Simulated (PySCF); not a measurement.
Mo(NH)(S)(F)(Cl) (ClFHMoNS), SMILES [NH]=[Mo]([F])(=[S])[Cl], multiplicity 1.

Geometry: B3LYP-D3(BJ)/def2-SVP. The spin state was assumed, not searched. The structure was generated by enumeration; whether it is a known compound was not checked. The def2 effective core potentials stand for the cores of Mo; spin–orbit coupling is left out.

Two levels are set side by side: TDDFT-PBE/def2-SVPD (PySCF) and TDDFT-LC-ωPBE/def2-SVPD (PySCF). Vertical, same geometry. The lowest singlet is HOMO→LUMO 93 % with PBE and HOMO→LUMO+1 57 %, HOMO→LUMO 32 % with the other functional; states are paired by order. Differences are taken from unrounded values.

| quantity | TDDFT-LC-ωPBE | TDDFT-PBE | TDDFT-PBE minus TDDFT-LC-ωPBE |
|---|---|---|---|
| lowest singlet excitation (eV) | 2.92 | 2.97 | 0.05 |
| lowest triplet excitation (TDA) (eV) | 2.49 | 2.50 | 0.01 |

Here PBE gives about what the other level gives.

Rough cost on one machine, each run with all the roots and properties that it gave: TDDFT-LC-ωPBE against TDDFT-PBE about 6 times.
